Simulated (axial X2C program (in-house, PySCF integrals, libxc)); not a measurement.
**Ionising MnI**

All values come from calculations with an axial X2C code built on PySCF integrals, spin-free (one-electron X2C) or two-component (2c: spin–orbit coupling with atomic mean-field Coulomb and Gaunt terms, which also bring small scalar terms), in Dyall basis sets with cores contracted in-house; open shells are unrestricted.

Basis sets: I dyall-cv3z, Mn dyall-cv3z. Frozen shells (counts by l): MnI I 4s3p2d, Mn 3s2p, 14 electrons correlated; MnI⁺ I 4s3p2d, Mn 3s2p, 13 electrons correlated. Where the outer core of a metal is frozen, bonds come out longer and ionisation energies lower.

```csv
Hamiltonian,level,MnI state,Re (Å),ωe (cm⁻¹),De (eV)
spin-free,HF,"M_S = 3, Λ = 0",2.684,224.3,2.28
spin-free,PBE0,"M_S = 3, Λ = 0",2.593,235.2,2.77
spin-free,MP2,"M_S = 3, Λ = 0",2.618,236.4,2.61
2c,PBE0,Ω = 3,2.597,233.6,2.51
```

Adiabatic ionisation energy (minimum to minimum, no zero-point term) and constants of MnI⁺:

```json
{"Hamiltonian": "spin-free", "level": "HF", "MnI⁺ state": "M_S = 5/2, Λ = 0", "IE (eV)": "7.46", "Re (Å)": "2.540", "ωe (cm⁻¹)": "269.3", "De (eV)": "0.84", "fragments": "I + Mn+"}
{"Hamiltonian": "spin-free", "level": "PBE0", "MnI⁺ state": "M_S = 5/2, Λ = 0", "IE (eV)": "7.56", "Re (Å)": "2.431", "ωe (cm⁻¹)": "297.8", "De (eV)": "2.31", "fragments": "I + Mn+"}
{"Hamiltonian": "spin-free", "level": "MP2", "MnI⁺ state": "M_S = 5/2, Λ = 0", "IE (eV)": "7.60", "Re (Å)": "2.474", "ωe (cm⁻¹)": "295.5", "De (eV)": "1.98", "fragments": "I + Mn+"}
{"Hamiltonian": "2c", "level": "PBE0", "MnI⁺ state": "Ω = 5/2", "IE (eV)": "7.53", "Re (Å)": "2.439", "ωe (cm⁻¹)": "291.3", "De (eV)": "2.07", "fragments": "I + Mn+"}
```

(1) Add the zero-point terms to the ionisation energy at PBE0, 2c, and say whether the electron removed was bonding.

(2) Close the cycle De(MnI⁺) + IE(MnI) = De(MnI) + IE(Mn) to find the atomic ionisation energy at PBE0, 2c.

Each entry is the lowest single determinant of a limited PBE0 search at one distance. De goes to single-determinant-based atoms at the same level (for ions the charge split of lowest energy) and is withheld (n/a) where an atom does not fit its ground term or J level. Main or longest-lived isotopes. One determinant is a doubtful description, or other states lie close, for MnI, MnI⁺; these need not be ground states, and all values refer to the states named. Some open-shell Ω = 0 determinants are out of reach, so the Ω given for MnI need not be the lowest component. With several unpaired electrons the Ω given is that of one determinant, not necessarily of the lowest component. The functionals have no current term, which raises determinants with orbital currents.

## Answers

(1) IE0 = IE + (ωe⁺ − ωe)/2 = 7.53 + (0.004) = 7.53 eV. Re changes by -0.158 Å, so the bond shortens, as on loss of an antibonding or a polarising non-bonding electron.

(2) IE(Mn) = 2.07 + 7.53 − 2.51 = 7.09 eV, for the determinants used.
